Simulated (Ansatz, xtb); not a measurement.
**Two isomers of C4H5BCl2S**

Structure I is `C=C/C=C\SB(Cl)Cl`, a singlet and structure II is `ClB(Cl)C1=CCCS1`, a singlet. Both are isolated molecules in the gas phase, relaxed with r2SCAN-D4/def2-SVP; the shapes shown needn't be the lowest conformers.

I (Å):

```yaml
atoms:
  - { symbol: C, position_ang: [3.7823, -0.1235, -1.0647] }
  - { symbol: C, position_ang: [2.7680, 0.5918, -0.5410] }
  - { symbol: C, position_ang: [1.3720, 0.2570, -0.7274] }
  - { symbol: C, position_ang: [0.3041, 0.9265, -0.2351] }
  - { symbol: B, position_ang: [-1.2207, 2.8731, 1.1495] }
  - { symbol: Cl, position_ang: [-1.3860, 4.3140, 2.1412] }
  - { symbol: Cl, position_ang: [-2.6595, 2.0177, 0.6120] }
  - { symbol: S, position_ang: [0.4589, 2.3781, 0.7548] }
  - { symbol: H, position_ang: [4.8248, 0.1610, -0.9017] }
  - { symbol: H, position_ang: [3.5931, -1.0152, -1.6722] }
  - { symbol: H, position_ang: [2.9954, 1.4797, 0.0626] }
  - { symbol: H, position_ang: [1.1534, -0.6326, -1.3310] }
  - { symbol: H, position_ang: [-0.7177, 0.5914, -0.4330] }
```

II (Å):

```yaml
atoms:
  - { symbol: C, position_ang: [-0.3478, -1.3046, 0.9299] }
  - { symbol: C, position_ang: [0.4473, -0.8112, 1.9146] }
  - { symbol: C, position_ang: [1.5528, 0.0885, 1.4491] }
  - { symbol: C, position_ang: [1.7986, -0.2491, -0.0251] }
  - { symbol: B, position_ang: [-1.6283, -2.1339, 1.1459] }
  - { symbol: Cl, position_ang: [-2.6583, -2.5602, -0.2118] }
  - { symbol: Cl, position_ang: [-2.0999, -2.6627, 2.7599] }
  - { symbol: S, position_ang: [0.1852, -0.8325, -0.7002] }
  - { symbol: H, position_ang: [0.2367, -0.9901, 2.9733] }
  - { symbol: H, position_ang: [1.2160, 1.1402, 1.5645] }
  - { symbol: H, position_ang: [2.4739, -0.0102, 2.0478] }
  - { symbol: H, position_ang: [2.1519, 0.6063, -0.6181] }
  - { symbol: H, position_ang: [2.5253, -1.0724, -0.1272] }
```

Quicker runs give these differences E(II) − E(I): GFN2-xTB −66.7 kJ/mol; HF/STO-3G −136.8 kJ/mol (at GFN2-xTB geometries); r2SCAN-D4/def2-SVP//GFN2-xTB −20.2 kJ/mol.

Q: Estimate E(II) − E(I) at the level CCSD(T)/def2-SVP + ΔMP2/def2-TZVPP.

A: Calculated at CCSD(T)/def2-SVP + ΔMP2/def2-TZVPP: E(II) − E(I) = −24.0 kJ/mol, so structure II lies lower.

The same difference at several levels:

```tsv
level	geometry	E(II) − E(I) (kJ/mol)	departure from the last row (kJ/mol)	job, with rough time for the two
GFN2-xTB	GFN2-xTB	−66.7	−42.7	optimisation, 0.68 s
HF/STO-3G	GFN2-xTB	−136.8	−112.8	single point, 0.5 s
r2SCAN-D4/def2-SVP//GFN2-xTB	GFN2-xTB	−20.2	+3.9	single point, 4.8 s
r2SCAN-D4/def2-SVP	r2SCAN-D4/def2-SVP	−22.2	+1.8	optimisation, 60 s
HF/def2-SVP	r2SCAN-D4/def2-SVP	−13.9	+10.1	part of the CCSD(T) run
MP2/def2-SVP	r2SCAN-D4/def2-SVP	−28.1	−4.1	part of the CCSD(T) run
CCSD(T)/def2-SVP	r2SCAN-D4/def2-SVP	−18.7	+5.3	single point
CCSD(T)/def2-SVP + ΔMP2/def2-TZVPP	r2SCAN-D4/def2-SVP	−24.0		single point, 1.7 min
```

As drawn, II has 1 C–B, 1 C–C, 1 C–S in place of 1 C=C, 1 B–S. Structure I has no ring, II a 5-membered ring.

The levels shown agree on the order. The largest departure from CCSD(T)/def2-SVP + ΔMP2/def2-TZVPP is that of HF/STO-3G, 112.8 kJ/mol. The last row adds to CCSD(T) the change of the MP2 difference between the two basis sets, here −5.3 kJ/mol.

With thermal terms from frequencies at re-optimised GFN2-xTB minima (ideal gas, soft modes damped towards free rotors, one conformer each, 298.15 K, 1 atm): on the last row, ΔE + ΔZPE = −16.7, ΔH = −19.5, ΔG = −13.6 kJ/mol.

The correlated steps freeze 20 core orbitals. Codes used: Ansatz 0.2.0, xtb 6.7.1; the last row on 4 threads of Arm Neoverse V1 on a shared host.
